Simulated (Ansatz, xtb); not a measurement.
# CH5FGeOSi: which of two isomers lies lower

We compare X, `O=C[Si@@H](F)[GeH3]`, a singlet, with Y, `O=[CH][GeH2][SiH2]F`, a singlet. Both are isolated molecules in the gas phase, relaxed with PBE-D3(BJ)/def2-SVP; the shapes shown needn't be the lowest conformers.

X (Å):

```yaml
atoms:
  - { symbol: C, position_ang: [0.5593, -0.4929, 1.2489] }
  - { symbol: F, position_ang: [-0.4151, -2.5844, -0.5826] }
  - { symbol: Ge, position_ang: [-0.1350, 0.3771, -2.0974] }
  - { symbol: O, position_ang: [1.2305, 0.5068, 1.4450] }
  - { symbol: Si, position_ang: [0.5850, -1.2738, -0.5233] }
  - { symbol: H, position_ang: [-0.0738, -0.9473, 2.0782] }
  - { symbol: H, position_ang: [1.9904, -1.7393, -0.7885] }
  - { symbol: H, position_ang: [0.8577, 1.5659, -2.0931] }
  - { symbol: H, position_ang: [-0.1996, -0.2312, -3.5214] }
  - { symbol: H, position_ang: [-1.5443, 0.8917, -1.7089] }
```

Y (Å):

```xyz
10

C    -2.2765   -0.9546   -2.2226
F    -0.1068    0.0194    0.9810
Ge   -0.7869   -2.0915   -1.4489
O    -2.1416   -0.3474   -3.2616
Si    0.7292   -0.6768   -0.2553
H    -3.2397   -0.8935   -1.6235
H    -0.0436   -2.7636   -2.6326
H    -1.3767   -3.1742   -0.5020
H     1.2472    0.4128   -1.1509
H     1.8780   -1.4487    0.3326
```

Task: Estimate E(Y) − E(X) at the level CCSD(T)/def2-SVP + ΔMP2/def2-TZVPP.

Result: Too close to call at this level: CCSD(T)/def2-SVP + ΔMP2/def2-TZVPP gives E(Y) − E(X) = +5.79 kJ/mol.

How the difference moves with the method:

| level | geometry | E(Y) − E(X) (kJ/mol) | departure from the last row (kJ/mol) | job, with rough time for the two |
| --- | --- | --- | --- | --- |
| PBE-D3(BJ)/def2-SVP | PBE-D3(BJ)/def2-SVP | +7.95 | +2.16 | optimisation, 67 s |
| HF/def2-SVP | PBE-D3(BJ)/def2-SVP | +9.92 | +4.13 | part of the CCSD(T) run |
| MP2/def2-SVP | PBE-D3(BJ)/def2-SVP | +9.80 | +4.00 | part of the CCSD(T) run |
| CCSD(T)/def2-SVP | PBE-D3(BJ)/def2-SVP | +10.13 | +4.34 | single point |
| CCSD(T)/def2-SVP + ΔMP2/def2-TZVPP | PBE-D3(BJ)/def2-SVP | +5.79 |  | single point, 31 s |

As drawn, Y has 1 C–Ge, 1 Si–H in place of 1 C–Si, 1 Ge–H.

The largest departure from CCSD(T)/def2-SVP + ΔMP2/def2-TZVPP is that of CCSD(T)/def2-SVP, 4.34 kJ/mol. Levels run at GFN2-xTB geometries aren't shown. The last row adds to CCSD(T) the change of the MP2 difference between the two basis sets, here −4.34 kJ/mol.

With thermal terms from frequencies at re-optimised GFN2-xTB minima (ideal gas, soft modes damped towards free rotors, one conformer each, 298.15 K, 1 atm): the zero-point term adds −1.71 kJ/mol; ΔH is +4.85 and ΔG +2.08 kJ/mol.

The correlated steps freeze 17 core orbitals; the filled d shell of Ge is correlated, in a basis made for valence electrons. Mirror images aren't counted in ΔG. Programs: Ansatz 0.2.0, xtb 6.7.1; the last row on 2 threads of Intel(R) Xeon(R) 6975P-C (Granite Rapids) on a shared host.
